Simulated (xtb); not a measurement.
CH4AlO (SMILES [CH3][Al+][OH]), charge +1, singlet, geometry from GFN2-xTB (such geometries of metal compounds can be far from the true shape); GFN1-xTB with GBSA(acetonitrile) (xtb).

Input for xtb:
```
$ xtb mol.xyz --gfn 1 --chrg 1 --gbsa acetonitrile --json

# file mol.xyz
7

Al     0.01378599    -0.08771531     0.05941353
C     -0.23964694     1.52478693    -1.03280691
H     -0.97632662     2.17684818    -0.54640708
H     -0.60085771     1.23286648    -2.02717849
H      0.71891160     2.05116469    -1.12531413
O      0.22145958    -1.40906733     0.95442481
H      0.34525979    -2.19676333     1.48796681
```

Write the output that xtb gives for this input, abridged.


```
   ID    Z sym.   atoms
    1   13 Al     1
    2    6 C      2
    3    1 H      3-5, 7
    4    8 O      6

           -------------------------------------------------
          |                Calculation Setup                |
           -------------------------------------------------

           -------------------------------------------------
          |                 G F N 1 - x T B                 |
           -------------------------------------------------

      * Solvation model:               GBSA
        Solvent                        acetonitrile
        Parameter file                 internal GFN1-xTB/GBSA
        Dielectric constant                3.7500E+01
        Reference state                gsolv [1 M gas/solution]
        Free energy shift                  4.2202E-03 Eh       2.6482E+00 kcal/mol
        Temperature                        2.9815E+02 K
        Density                            7.8600E-01 kg/L
        Solvent mass                       4.1050E+01 g/mol
        Interaction kernel             Still
        Born radius scaling (c1)           1.4775E+00
        Born radii integrator          GBOBC
        Born offset                        1.6583E-02 a0       3.1337E-02 AA
        H-bond correction              true
        Ion screening                  false
        Surface tension                    1.0000E-05 Eh       1.5569E+01 dyn/cm
        Grid points                               230 per atom

          ...................................................
          :                      SETUP                      :
          :.................................................:
          :  # basis functions                  26          :
          :  # atomic orbitals                  25          :
          :  # shells                           15          :
          :  # electrons                        16          :
          :  # halogen bonds                     0          :
          :  max. iterations                   250          :
          :  Hamiltonian                  GFN1-xTB          :
          :  restarted?                      false          :
          :  GBSA solvation                   true          :
          :  PC potential                    false          :
          :  electronic temp.          300.0000000     K    :
          :  accuracy                    1.0000000          :
          :  -> integral cutoff          0.2500000E+02      :
[...]
         :: total energy              -9.920176850973 Eh    ::
[...]
        14                         -0.1570412              -4.2733
        15                         -0.1270239              -3.4565
        16                         -0.0945695              -2.5734
        17                         -0.0945695              -2.5734
        18                          0.0317134               0.8630
        19                          0.0317135               0.8630
       ...                                ...                  ...
        25                          1.0105921              27.4996
      -------------------------------------------------------------
                  HL-Gap            0.1858865 Eh            5.0582 eV
             Fermi-level           -0.4590770 Eh          -12.4921 eV

  Mulliken/CM5 charges         n(s)   n(p)   n(d)
     1Al    0.72794  0.68595   1.178  0.783  0.311
     2C    -0.02370 -0.13445   1.067  2.956  0.000
     3H     0.13097  0.18479   0.869  0.000  0.000
     4H     0.13097  0.18479   0.869  0.000  0.000
     5H     0.13097  0.18479   0.869  0.000  0.000
     6O    -0.55123 -0.73376   1.626  4.925  0.000
     7H     0.45409  0.62789   0.546  0.000  0.000

Wiberg/Mayer (AO) data.
largest (>0.10) Wiberg bond orders for each atom

 ---------------------------------------------------------------------------
     #   Z sym  total        # sym  WBO       # sym  WBO       # sym  WBO
 ---------------------------------------------------------------------------
     1  13 Al   2.791 --     6 O    1.446     2 C    1.147
     2   6 C    3.968 --     1 Al   1.147     4 H    0.914     3 H    0.914
                             5 H    0.914
     3   1 H    0.978 --     2 C    0.914
     4   1 H    0.978 --     2 C    0.914
     5   1 H    0.978 --     2 C    0.914
     6   8 O    2.254 --     1 Al   1.446     7 H    0.750
     7   1 H    0.790 --     6 O    0.750
 ---------------------------------------------------------------------------

Topologies differ in total number of bonds
Writing topology from bond orders to xtbtopo.mol

 dipole moment from electron density (au)
     X       Y       Z
  -0.0928   0.5907  -0.4001  total (Debye):    1.829

           -------------------------------------------------
          | TOTAL ENERGY               -9.920176850973 Eh   |
          | GRADIENT NORM               0.015955779540 Eh/α |
          | HOMO-LUMO GAP               5.058228816072 eV   |
           -------------------------------------------------

normal termination of xtb
```
